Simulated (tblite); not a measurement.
Record of a relaxation.

C3H13BN2Si2.
Numbering: `[CH2:1]=[N:2][SiH2:3][SiH2:4][NH:5][B:6]([CH3:7])[CH3:8]` (hydrogens: H9, H10 on C1; H11, H12 on Si3; H13, H14 on Si4; H15 on N5; H16, H17, H18 on C7; H19, H20, H21 on C8)

Computed with GFN2-xTB (tblite), gas phase: L-BFGS steps from a force-field or distance-geometry start until the largest atomic force falls under 0.01 eV/Å. 5 of its 199 geometries are shown.

Step 0: E = -641.3450 eV, largest atomic force 2.948 eV/Å
```
atom  x, y, z in Å  |  force x, y, z in eV/Å
C1      4.220    0.844   -0.048    0.329  -0.806   0.432
N2      3.888   -0.344    0.208   -0.472   0.127  -0.363
Si3     2.321   -1.061   -0.160    0.814  -0.887  -0.219
Si4     0.678    0.189    0.665   -1.021   0.379   0.281
N5     -0.556    0.660   -0.517   -1.998   0.694   2.054
B6     -1.923    0.096   -0.135    1.442   0.624  -0.769
C7     -2.179   -1.455    0.080   -0.216   0.481   0.584
C8     -3.164    1.062    0.050   -0.468  -0.355   0.187
H9      3.586    1.574   -0.526   -0.164   0.336  -0.211
H10     5.220    1.171    0.243   -0.149   0.022  -0.059
H11     2.240   -2.377    0.526    0.409   0.234  -0.166
H12     2.178   -1.322   -1.592    0.227  -0.017  -0.120
H13     0.069   -0.557    1.816    0.205   0.393  -0.162
H14     1.254    1.401    1.251   -0.128   0.269   0.104
H15    -0.643    1.714   -0.463    0.153  -1.516  -0.528
H16    -3.233   -1.581    0.451    1.064  -0.319  -0.587
H17    -1.504   -1.755    0.909   -0.470  -0.344  -0.796
H18    -1.994   -2.026   -0.842   -0.095  -0.041   0.709
H19    -4.013    0.531    0.555    0.716   0.600  -0.367
H20    -3.530    1.295   -0.969    0.158   0.392   0.676
H21    -2.921    1.959    0.650   -0.335  -0.268  -0.679
```

Step 50: E = -642.3600 eV, largest atomic force 0.225 eV/Å
```
atom  x, y, z in Å  |  force x, y, z in eV/Å
C1      4.279    0.720   -0.154    0.004  -0.088  -0.012
N2      3.784   -0.421   -0.050   -0.018   0.003   0.040
Si3     2.180   -1.033   -0.296   -0.003  -0.115   0.018
Si4     0.772    0.241    1.020   -0.182   0.083   0.104
N5     -0.778    0.774    0.396    0.014   0.025   0.032
B6     -1.998    0.138    0.116    0.044  -0.008  -0.009
C7     -2.143   -1.440    0.186    0.039   0.007   0.039
C8     -3.263    1.010   -0.305    0.037  -0.028  -0.033
H9      3.750    1.610   -0.514    0.039  -0.002   0.016
H10     5.320    0.863    0.126    0.009   0.059  -0.032
H11     2.341   -2.430    0.141   -0.010   0.083  -0.011
H12     1.949   -1.076   -1.744   -0.081   0.059  -0.062
H13     0.539   -0.394    2.333   -0.025   0.014  -0.070
H14     1.401    1.550    1.315    0.021  -0.042   0.005
H15    -0.820    1.782    0.306    0.012  -0.059  -0.036
H16    -3.158   -1.727    0.456    0.039  -0.061  -0.001
H17    -1.464   -1.894    0.902    0.043  -0.008   0.042
H18    -1.934   -1.904   -0.777    0.000   0.065  -0.019
H19    -4.188    0.583    0.073   -0.036   0.024   0.031
H20    -3.357    1.016   -1.391    0.005   0.025  -0.036
H21    -3.221    2.050    0.016    0.046  -0.036  -0.004
```

Step 99: E = -642.5161 eV, largest atomic force 0.080 eV/Å
```
atom  x, y, z in Å  |  force x, y, z in eV/Å
C1      4.318    0.479   -0.330   -0.017  -0.042   0.005
N2      3.467   -0.324    0.106    0.070   0.038   0.002
Si3     1.849   -0.726   -0.296   -0.003  -0.028   0.011
Si4     0.690    0.368    1.372   -0.027   0.023  -0.020
N5     -0.857    0.854    0.716   -0.032   0.038  -0.005
B6     -1.916    0.116    0.173    0.023  -0.012  -0.043
C7     -1.891   -1.468    0.210   -0.007  -0.024   0.023
C8     -3.137    0.875   -0.507   -0.029   0.020   0.037
H9      4.200    1.072   -1.240    0.021   0.028  -0.032
H10     5.254    0.618    0.206    0.013  -0.026   0.003
H11     1.901   -2.191   -0.244   -0.011   0.036  -0.003
H12     1.387   -0.340   -1.646    0.017  -0.042  -0.018
H13     0.453   -0.383    2.611   -0.011  -0.057   0.033
H14     1.295    1.650    1.783   -0.031  -0.003  -0.002
H15    -0.976    1.854    0.672   -0.005   0.070   0.009
H16    -2.860   -1.865    0.508    0.001  -0.040  -0.011
H17    -1.146   -1.865    0.895    0.014  -0.001  -0.011
H18    -1.680   -1.881   -0.775    0.004   0.027   0.011
H19    -4.093    0.531   -0.116   -0.021  -0.034  -0.005
H20    -3.164    0.692   -1.582    0.023  -0.003   0.056
H21    -3.103    1.953   -0.361    0.010   0.031  -0.039
```

Step 148: E = -642.5354 eV, largest atomic force 0.022 eV/Å
```
atom  x, y, z in Å  |  force x, y, z in eV/Å
C1      4.431    0.390   -0.375    0.000   0.006  -0.004
N2      3.513   -0.263    0.162   -0.005   0.001  -0.004
Si3     1.888   -0.656   -0.235   -0.009  -0.009   0.013
Si4     0.635    0.425    1.376    0.002   0.006  -0.009
N5     -0.903    0.909    0.695   -0.008  -0.005  -0.008
B6     -1.950    0.144    0.166   -0.010   0.000   0.004
C7     -1.851   -1.439    0.136    0.012   0.006   0.003
C8     -3.235    0.856   -0.443   -0.001   0.008  -0.005
H9      4.366    0.866   -1.358   -0.001  -0.004   0.006
H10     5.379    0.511    0.145   -0.003  -0.004   0.006
H11     1.937   -2.117   -0.105   -0.005   0.005  -0.005
H12     1.468   -0.362   -1.621    0.005  -0.004  -0.009
H13     0.358   -0.401    2.561    0.004  -0.007   0.016
H14     1.178    1.701    1.875    0.009   0.006  -0.009
H15    -1.042    1.909    0.669   -0.015  -0.004   0.006
H16    -2.806   -1.913    0.356    0.016   0.004  -0.015
H17    -1.115   -1.834    0.833    0.006  -0.001   0.002
H18    -1.561   -1.774   -0.859    0.002  -0.009   0.004
H19    -4.149    0.488    0.020    0.002   0.007  -0.005
H20    -3.323    0.636   -1.506   -0.011  -0.005   0.006
H21    -3.229    1.940   -0.337    0.010   0.003   0.008
```

Step 198: E = -642.5463 eV, largest atomic force 0.009 eV/Å
```
atom  x, y, z in Å  |  force x, y, z in eV/Å
C1      4.427    0.260   -0.323    0.002   0.002  -0.006
N2      3.462   -0.336    0.196    0.004  -0.006   0.004
Si3     1.829   -0.651   -0.233   -0.001   0.000   0.002
Si4     0.634    0.546    1.337   -0.001   0.005   0.003
N5     -0.947    0.958    0.710   -0.001  -0.003   0.001
B6     -1.947    0.155    0.146   -0.003  -0.003   0.000
C7     -1.709   -1.405   -0.022   -0.002   0.000   0.003
C8     -3.313    0.807   -0.337    0.000   0.001  -0.002
H9      4.415    0.723   -1.314    0.003  -0.002   0.004
H10     5.365    0.338    0.223   -0.002   0.001   0.000
H11     1.796   -2.108   -0.066    0.001  -0.001  -0.004
H12     1.462   -0.375   -1.638    0.003   0.007  -0.004
H13     0.436   -0.174    2.607   -0.001  -0.002  -0.002
H14     1.190    1.866    1.689    0.000  -0.003  -0.003
H15    -1.177    1.938    0.790   -0.001   0.002  -0.002
H16    -2.638   -1.969   -0.055   -0.001   0.001   0.001
H17    -1.093   -1.822    0.772   -0.002   0.001   0.002
H18    -1.190   -1.603   -0.959    0.004   0.000   0.003
H19    -4.135    0.487    0.303    0.002  -0.001  -0.001
H20    -3.572    0.489   -1.345   -0.002  -0.003   0.002
H21    -3.304    1.896   -0.327   -0.001   0.004   0.000
```

Q: Summarise the path.

A: The energy falls by 27.70 kcal/mol from step 0 to step 198; nine tenths of that is first reached at step 62. It rises by more than 0.2 meV at step 86. The largest force goes from 2.948 to 0.009 eV/Å. Among the bonds N5–B6 changes most, from 1.527 to 1.401 Å; the atoms move by 0.863 Å rms after alignment.

The cost below is that of the whole relaxation. Hardware: one thread of an Arm Neoverse V2, on a shared host. Cost: 1.5 s.
